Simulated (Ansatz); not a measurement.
```yaml
crystal:
  periodic: [false, false, false]
  atoms:
    - {symbol: C, position_ang: [0.546223, -1.661420, 0.013607]}
    - {symbol: O, position_ang: [0.422477, -0.393200, 0.434075]}
    - {symbol: W, position_ang: [-0.412926, 1.241005, 0.112349]}
    - {symbol: F, position_ang: [-1.922028, 2.167329, -0.275239]}
    - {symbol: F, position_ang: [-0.696418, 0.583012, -1.653116]}
    - {symbol: F, position_ang: [-0.933151, 1.374074, 1.944098]}
    - {symbol: S, position_ang: [1.142889, 2.682472, -0.071283]}
    - {symbol: H, position_ang: [1.689752, -1.869921, -0.035748]}
    - {symbol: H, position_ang: [0.060136, -2.355276, 0.644567]}
    - {symbol: H, position_ang: [0.135492, -1.769562, -1.090125]}
basis:
  gaussian: {orbitals: def2-mTZVPP, point_charges: [{charge: -1.00, position_ang: [4.812, 0.688, 0.338]}]}
magnetization: {spin_polarized: true, initial_magnetization: 1}
hamiltonian: {xc: {name: r2SCAN50}}
output: {forces: true}
```

```sh
$ ansatz run in.yaml --threads 4 --pin off --events-out ev --progress --plain --max-ram 11315MiB
```

Output, abridged:

```
Error: a molecule whose nuclei and cores have a total charge of 74 cannot have a net charge of 0 together with 1 unpaired electrons
```

Question: What is wrong with this run?

Answer: The number of unpaired electrons doesn't fit the electron count. The program refused the input.
